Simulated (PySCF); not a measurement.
TaF4Br, SMILES [F][Ta]([F])([F])([F])[Br], multiplicity 1.

The structure is a stationary point at PBE0-D3(BJ)/def2-SVP. The multiplicity is an assumed one; no other spin state was optimised. The structure was generated by enumeration; whether it is a known compound was not checked. The def2 effective core potentials stand for the cores of Ta; spin–orbit coupling is left out.

Method: PBE/def2-TZVP run with PySCF.

The molecule is in vacuum.

Computed frontier levels, gap, dipole moment and polarisability:
highest occupied level: -8.70 eV
lowest empty level: -3.53 eV
orbital gap: 5.17 eV
dipole moment: 1.61 D
quadrupole, principal values (traceless, Buckingham form, about the centre of nuclear charge): -4.65, -2.33, 6.97 D·Å
mean static polarisability: 60.2 bohr³ (8.92 Å³)
polarisability, principal values: 52.8, 54.1, 73.6 bohr³
